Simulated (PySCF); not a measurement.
Mo(NH)2(Cl)2 (Cl2H2MoN2), SMILES [NH]=[Mo](=[NH])([Cl])[Cl], multiplicity 1.

Geometry: PBE0-D3(BJ)/def2-SVP. The multiplicity is an assumed one; no other spin state was optimised. The structure was generated by enumeration; whether it is a known compound was not checked. The def2 effective core potentials stand for the cores of Mo; spin–orbit coupling is left out.

Two levels are set side by side: TDDFT-PBE/def2-SVPD (PySCF) and TDDFT-CAM-B3LYP/def2-SVPD (PySCF). Vertical, same geometry. The lowest singlet is HOMO→LUMO 95 % with PBE and HOMO→LUMO 92 % with the other functional; states are paired by order. Differences are taken from unrounded values.

```csv
quantity,TDDFT-CAM-B3LYP,TDDFT-PBE,TDDFT-PBE minus TDDFT-CAM-B3LYP
lowest singlet excitation (eV),4.08,3.72,-0.36
lowest triplet excitation (TDA) (eV),3.55,3.35,-0.20
```

Functionals without exact exchange tend to place singlet excitations lower, as here. Differences between two approximate levels are no errors against the true value.

Rough cost on one machine, each run with all the roots and properties that it gave: TDDFT-CAM-B3LYP against TDDFT-PBE about 6 times.
